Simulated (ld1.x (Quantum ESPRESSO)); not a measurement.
**What one change does to a pseudopotential (aluminium (Al), ultrasoft)**

* Element: aluminium
* Generator: ld1.x (Quantum ESPRESSO) 7.5
* Type: ultrasoft
* Functional: PBEsol
* Relativity: non-relativistic
* Frozen core: [Ne]
* Valence charge: 3
* Reference configuration: 3s1 3p0 (charge +2)
* Partial waves: 3s (bound): rcut 1.60, rcutus 2.10 bohr; 3s channel at 0.35 Ry: rcut 1.60, rcutus 2.10 bohr; 3p (bound, empty): rcut 1.50, rcutus 1.95 bohr; 3p channel at -0.45 Ry: rcut 1.50, rcutus 1.95 bohr; 3d channel at 0.3 Ry: rcut 1.90, rcutus 2.40 bohr; 3d channel at 2.15 Ry: rcut 1.90, rcutus 2.40 bohr
* Local potential: all-electron potential smoothed inside 1.90 bohr (lloc = -2)
* Core correction: none
* Augmentation charge: PSQ, radius 1.60 bohr

Change: all radii scaled by about 0.77 (s 1.60, p 1.50, d 1.84 bohr, rcut 1.22/1.14/1.46); local potential all-electron potential smoothed inside 1.46 bohr (lloc = -2); augmentation PSQ, radius 1.22 bohr.

Cutoffs: the cutoffs (Ry, on a coarse ladder) from which the occupation-weighted sum of valence levels, in a spherical-Bessel basis at the reference potential, stays within 10 and 1 mRy of its value at 400 Ry; they do not see the model core or the augmentation charge, which bear on the density cutoff. Errors are all-electron minus pseudo energies relative to the spin-unpolarised reference configuration.

**Question.** What does the change do?

**Answer.** The potential gets harder (6 Ry and 8 Ry → 10 Ry and 18 Ry); a bound ghost appears in p, which as a rule spoils a file; the number of tests with a reliable result goes from 7 to 0 (the test run of the changed file stopped, so its transferability is not established). A smaller radius makes the pseudo-wave follow the all-electron one further in, where it bends more sharply, so more plane waves are needed.

| quantity | base | changed |
| --- | --- | --- |
| cutoff, loose | 6 Ry | 10 Ry |
| cutoff, tight | 8 Ry | 18 Ry |
| bound ghosts | none | p |
| tests with a reliable result | 7 of 7 | 0 of 7 (the test run stopped) |
| lowest overlap eigenvalue by channel | s 0.48, p 0.77, d 0.60 | s 0.59, p 0.81, d 0.98 |

 A true bound ghost makes a file unfit for plane-wave use even where its test errors are small: the radial tests pick states by their node count and pass the ghost by.
